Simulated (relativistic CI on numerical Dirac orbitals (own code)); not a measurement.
**Cu⁴⁺ in a cubic cluster: L2,3 absorption with charge transfer**

Computed with a charge-transfer multiplet model of a cubic metal-ligand cluster with up to 2 ligand holes, Slater and spin-orbit integrals from Dirac-Coulomb-Breit ions, Slater integrals scaled by 0.9. The ground state mixes d7 with configurations of k ligand holes L, whose averages lie at kΔ + k(k − 1)U_dd/2; a core hole lowers each added d electron by U_cd. 300 K, Lorentzian 0.4 eV and Gaussian 0.3 eV FWHM.

Atomic integrals in eV (Slater integrals scaled, ζ unscaled), ground: F2dd 13.318, F4dd 8.350, zeta_d 0.120; with the core hole: F2dd 13.965, F4dd 8.759, zeta_d 0.150, zeta_core 13.370, F2cd 8.509, G1cd 6.600, G3cd 3.757.

Cluster parameters (eV): U_dd = 7.6, U_cd = 9.2, 10Dq = 0.8, 10Dq(ligand) = 1.5, V(eg) = 2.05, V(t2g) = -0.87, final-state hopping factor = 0.9.

```
       Case   n_d    d7   d8L  d9L2     S
Δ = -4.8 eV  8.14  0.08  0.70  0.22  0.51
Δ = -2.8 eV  8.01  0.13  0.72  0.14  0.52
Δ = -1.8 eV  7.93  0.18  0.71  0.11  0.54
 Δ = 0.2 eV  7.46  0.56  0.41  0.03  1.45
 Δ = 1.2 eV  7.35  0.67  0.32  0.01  1.50
```

Weights, n_d and S are thermal averages at 300 K. Photon energies count from the first peak over 30 % of the highest in each spectrum, which can be another peak from case to case. The parameters are a model scan and need not match a compound or its usual spin state. Peaks in eV (height, largest 100):
- Δ = -4.8 eV: 0.0 (100), 1.6 (14), 6.0 (13), 20.5 (40), 22.0 (6), 25.9 (6)
- Δ = -2.8 eV: 0.0 (100), 1.4 (22), 4.4 (7), 6.7 (8), 20.5 (37), 21.9 (12)
- Δ = -1.8 eV: 0.0 (100), 1.4 (26), 2.6 (12), 4.3 (8), 7.2 (6), 20.6 (35), 21.8 (15)
- Δ = 0.2 eV: 0.0 (66), 1.6 (95), 2.2 (100), 3.0 (80), 5.6 (28), 7.6 (11), 9.6 (6), 23.0 (18), 23.7 (19), 24.3 (20)
- Δ = 1.2 eV: 0.0 (64), 1.6 (80), 2.3 (100), 3.3 (93), 4.5 (25), 5.7 (21), 6.3 (17), 22.7 (18), 23.3 (17), 24.0 (21), 24.6 (22)

Curve for Δ = 0.2 eV (points under 2 left out, the grid thinned):

```json
{"E (eV)": "-1.8", "Intensity": "2.1"}
{"E (eV)": "-1.4", "Intensity": "3.0"}
{"E (eV)": "-1.0", "Intensity": "5.1"}
{"E (eV)": "-0.5", "Intensity": "16.3"}
{"E (eV)": "-0.1", "Intensity": "62.0"}
{"E (eV)": "0.3", "Intensity": "35.9"}
{"E (eV)": "0.7", "Intensity": "28.5"}
{"E (eV)": "1.2", "Intensity": "58.4"}
{"E (eV)": "1.6", "Intensity": "95.2"}
{"E (eV)": "2.0", "Intensity": "91.1"}
{"E (eV)": "2.4", "Intensity": "77.0"}
{"E (eV)": "2.8", "Intensity": "62.9"}
{"E (eV)": "3.3", "Intensity": "53.9"}
{"E (eV)": "3.7", "Intensity": "24.8"}
{"E (eV)": "4.1", "Intensity": "21.8"}
{"E (eV)": "4.5", "Intensity": "15.7"}
{"E (eV)": "5.0", "Intensity": "16.2"}
{"E (eV)": "5.4", "Intensity": "25.7"}
{"E (eV)": "5.8", "Intensity": "24.2"}
{"E (eV)": "6.2", "Intensity": "15.3"}
{"E (eV)": "6.7", "Intensity": "12.9"}
{"E (eV)": "7.1", "Intensity": "8.4"}
{"E (eV)": "7.5", "Intensity": "10.3"}
{"E (eV)": "7.9", "Intensity": "6.6"}
{"E (eV)": "8.3", "Intensity": "4.3"}
{"E (eV)": "8.8", "Intensity": "4.4"}
{"E (eV)": "9.2", "Intensity": "4.1"}
{"E (eV)": "9.6", "Intensity": "5.6"}
{"E (eV)": "10.0", "Intensity": "3.1"}
{"E (eV)": "10.5", "Intensity": "2.3"}
{"E (eV)": "21.1", "Intensity": "2.4"}
{"E (eV)": "21.5", "Intensity": "2.4"}
{"E (eV)": "21.9", "Intensity": "3.9"}
{"E (eV)": "22.4", "Intensity": "10.0"}
{"E (eV)": "22.8", "Intensity": "14.8"}
{"E (eV)": "23.2", "Intensity": "16.8"}
{"E (eV)": "23.6", "Intensity": "18.5"}
{"E (eV)": "24.0", "Intensity": "17.0"}
{"E (eV)": "24.5", "Intensity": "18.3"}
{"E (eV)": "24.9", "Intensity": "11.1"}
{"E (eV)": "25.3", "Intensity": "5.5"}
{"E (eV)": "25.7", "Intensity": "2.7"}
{"E (eV)": "27.1", "Intensity": "2.8"}
{"E (eV)": "27.5", "Intensity": "4.1"}
{"E (eV)": "27.9", "Intensity": "2.3"}
```

For the case Δ = -1.8 eV, Δ = -1.8 eV is smaller than U_dd = 7.6 eV, the charge-transfer side of the Zaanen-Sawatzky-Allen scheme (negative Δ: between configuration averages a ligand hole costs less than the nominal valence; multiplet and field energies can change this for the lowest states). With the core hole the configuration with one ligand hole lies at Δ + U_dd − U_cd = -6.4, -4.4, -3.4, -1.4, -0.4 eV from the one without, in the order of the table; where this is negative the screened configuration lies lower, though the effective hopping of about 2.6 eV (from the holes of the mixed ground state) mixes the two strongly wherever it is as large as the gap. The thermal average of S changes within this range, from 0.5 to 1.5; a value between half-integers is an average over states of different spin.
